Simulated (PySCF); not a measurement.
Compound: C2H6FNSi.
Atom-mapped SMILES: `[H]/[N:1]=[CH:2]\[CH2:3][SiH2:4][F:5]` (hydrogens: H6 on N1; H7 on C2; H8, H9 on C3; H10, H11 on Si4)

Torsions of this conformer, `[H]/[N:1]=[CH:2]\[CH2:3][SiH2:4][F:5]`: N1–C2–C3–Si4 -98°, C2–C3–Si4–F5 -173°.

The closed-shell ground state was solved at several levels (PySCF, density fitting, gas phase, non-relativistic). Isolated species at its PBE0-D3(BJ)/def2-SVP geometry (one conformer only).

```json
{"level": "PBE0/def2-TZVP", "basis functions": "197", "HOMO (eV)": "-7.84", "LUMO (eV)": "-0.69", "gap (eV)": "7.15", "dipole (D)": "1.11"}
{"level": "LDA/pcSseg-2", "basis functions": "271", "HOMO (eV)": "-6.43", "LUMO (eV)": "-2.05", "gap (eV)": "4.38", "dipole (D)": "1.09"}
{"level": "PBE0/6-31G", "basis functions": "61", "HOMO (eV)": "-7.47", "LUMO (eV)": "-0.43", "gap (eV)": "7.04", "dipole (D)": "0.64"}
{"level": "PBE0/6-31G*", "basis functions": "86", "HOMO (eV)": "-7.57", "LUMO (eV)": "-0.29", "gap (eV)": "7.28", "dipole (D)": "1.09"}
{"level": "PBE0/aug-cc-pVDZ", "basis functions": "173", "HOMO (eV)": "-7.87", "LUMO (eV)": "-0.79", "gap (eV)": "7.08", "dipole (D)": "1.06"}
{"level": "PBE0/pcSseg-2", "basis functions": "271", "HOMO (eV)": "-7.87", "LUMO (eV)": "-0.75", "gap (eV)": "7.12", "dipole (D)": "1.07"}
{"level": "wB97X-D/pcSseg-2", "basis functions": "271", "HOMO (eV)": "-9.78", "LUMO (eV)": "1.08", "gap (eV)": "10.86", "dipole (D)": "1.11"}
{"level": "LC-wPBE/pcSseg-2", "basis functions": "271", "HOMO (eV)": "-10.67", "LUMO (eV)": "1.56", "gap (eV)": "12.23", "dipole (D)": "1.12"}
{"level": "mPW1PW91/pcSseg-2", "basis functions": "271", "HOMO (eV)": "-7.90", "LUMO (eV)": "-0.75", "gap (eV)": "7.15", "dipole (D)": "1.07"}
{"level": "PBE0/6-311+G(2d,p)", "basis functions": "179", "HOMO (eV)": "-7.90", "LUMO (eV)": "-0.81", "gap (eV)": "7.09", "dipole (D)": "1.07"}
{"level": "KT3/pcSseg-2", "basis functions": "271", "HOMO (eV)": "-6.55", "LUMO (eV)": "-1.73", "gap (eV)": "4.82", "dipole (D)": "1.00"}
```

(1) Estimate the row for OPBE/pcSseg-2, a basis of 271 functions; the other rows only guide the guess.

(2) Over all these levels, which gives the widest orbital gap and which the narrowest?

(3) How much does the basis alone move the frontier levels among the 6 PBE0 rows?

(4) How far do the dipole and the HOMO energy spread over the levels?

Results:

(1) HOMO -6.31 eV, LUMO -1.63 eV, gap 4.68 eV, dipole 1.07 D.

(2) LC-wPBE/pcSseg-2 (range-separated hybrid) has the widest, 12.23 eV, and LDA/pcSseg-2 (LDA) the narrowest, 4.38 eV. The two share the basis. From the narrowest to the widest the HOMO moves by -4.24 eV and the LUMO by +3.61 eV.

(3) The HOMO by 0.43 eV and the LUMO by 0.52 eV. By rising basis size (HOMO, LUMO in eV): 6-31G -7.47, -0.43; 6-31G* -7.57, -0.29; aug-cc-pVDZ -7.87, -0.79; 6-311+G(2d,p) -7.90, -0.81; def2-TZVP -7.84, -0.69; pcSseg-2 -7.87, -0.75.

(4) The dipole runs from 0.64 to 1.12 D (mean 1.04 D) and the HOMO from -10.67 to -6.31 eV.
